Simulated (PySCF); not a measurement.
**Shifts of the heteroatoms**

Atoms are numbered as in `[F:1][C:2]1=[C:3]([CH:4]([F:5])[F:6])[CH2:7][CH:8]=[CH:9][O:10]1`; H(Xn) means a hydrogen on atom n.

Theory: shieldings: GIAO PBE0/pcSseg-1, coordinates at the GFN2-xTB level, in PySCF 2.14 (no solvent, one computed conformer, no relativistic terms, fast rotation and ring inversion assumed for equivalent nuclei).

Q: Where does 19F resonate?

A: 
```tsv
atoms	environment	σ (ppm)	δ (ppm)
F1	vinylic fluorine	272.2	-99.7
F5/F6	fluorine of a CF2 group	313.4	-122.2
```

Shieldings were converted by a linear fit to measured shifts: 19F: δ = 146.13 − 0.903σ +14.6 on sp3 carbon (rms 6.0 ppm, 223 shifts, 7.0 ppm with the 5 outliers that the fit left out vs CFCl3, solution or neat liquid). A few per cent of atoms miss by over 2 rms, more outside the fitted compound classes.

On a 300 MHz spectrometer 19F resonates near 282.3 MHz, so 1 ppm is 282.3 Hz.

Q: Predict the 17O NMR data.

A: 
```
atoms   environment  σ (ppm)  δ (ppm)
  O10  ether oxygen    168.7    113.0
```

Shieldings were converted by a linear fit to measured shifts: 17O: δ = 266.70 − 0.911σ (rms 10.7 ppm, 155 shifts, 12.2 ppm with the 3 outliers that the fit left out vs liquid water, solution or neat liquid). Occasional misses reach two or three times the rms, and more in compound classes unlike the fitted ones.

On a 300 MHz spectrometer 17O resonates near 40.7 MHz, so 1 ppm is 40.7 Hz.
